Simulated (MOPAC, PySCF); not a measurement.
HBF$_{2}$, SMILES `FBF`, neutral singlet in the gas phase. 

Cartesian coordinates (Å):
SMILES: FBF
```xyz
4

F     -0.7423    -1.0629     0.0093
B      0.0420    -0.0041    -0.0006
F     -0.5228     1.1864     0.0078
H      1.2231    -0.1194    -0.0165
```
Charge 0, spin multiplicity 1.

All levels are single points at this geometry (B3LYP-D3(BJ)/def2-TZVP); Pople sets use spherical d functions. Orbital energies aren't observables, and empty levels follow the basis.

| level | HOMO (eV) | LUMO (eV) | gap (eV) | dipole (D) | vertical IE, Delta-SCF (eV) |
|---|---|---|---|---|---|
| ωB97X-D3(BJ)/def2-TZVP in PySCF | -13.54 | 1.84 | 15.38 | 0.92 | 14.30 |
| B3LYP/3-21G in PySCF | -10.17 | -0.05 | 10.12 | 0.75 | – |
| B3LYP/6-311+G** in PySCF | -10.76 | -0.87 | 9.89 | 1.00 | – |
| BP86/6-31G* in PySCF | -8.83 | -0.82 | 8.01 | 0.56 | – |
| M06-2X/6-31G* in PySCF | -12.19 | 1.40 | 13.58 | 0.79 | – |
| PBE/6-31G* in PySCF | -8.69 | -0.76 | 7.93 | 0.55 | 13.25 |
| SVWN5/6-31G* in PySCF | -8.78 | -1.07 | 7.71 | 0.58 | 13.40 |
| HF/3-21G in PySCF | -15.06 | 4.00 | 19.06 | 1.23 | – |
| HF/6-31G* in PySCF | -15.09 | 4.28 | 19.37 | 1.03 | 14.10 |
| HF/STO-3G in PySCF | -11.60 | 8.37 | 19.97 | 0.35 | – |
| AM1 in MOPAC | -12.56 | 1.85 | 14.42 | 1.03 | – |
| PM3 in MOPAC | -14.31 | 0.02 | 14.33 | 0.80 | – |
| PM7 in MOPAC | -12.59 | -0.44 | 12.15 | 1.41 | – |
